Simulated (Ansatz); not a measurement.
FeI₂, relaxed as a quintet with UKS PBE0-D4/def2-TZVP in Ansatz, starting from the GFN2-xTB geometry. Force threshold 0.02 eV/Å.

In the def2 sets I takes a core potential; there is no spin–orbit coupling.

Start:

```csv
atom,x (Å),y (Å),z (Å)
Fe1,-0.593,-0.207,-0.295
I2,1.289,0.010,-1.783
I3,-0.696,0.197,2.078
```

**Question.** Estimate the energy that the relaxation releases and the steps that it takes.

**Answer.** 31.8 kJ/mol, in 5 steps; 21 s on 2 threads of Intel Xeon 6975P-C on a shared host. No frequencies were taken in this run, so the end may be a saddle point.

**Question.** Does the start keep its bonding and symmetry?

**Answer.** By distances, no bond broke or formed. The bond that changes most is Fe1–I3, from 2.41 to 2.48 Å (atoms count from 1). Point group C2v at the start, D∞h at the end, both within 0.05 Å; within 0.015 Å the end is C∞v.

**Question.** Predict the relaxed structure.

**Answer.** 
```tsv
atom	x (Å)	y (Å)	z (Å)
Fe1	-0.0150	-0.0052	-0.0074
I2	1.1397	-0.1045	-2.1995
I3	-1.1247	0.1097	2.2069
```
Bond lengths: 2 × Fe–I 2.48 Å.
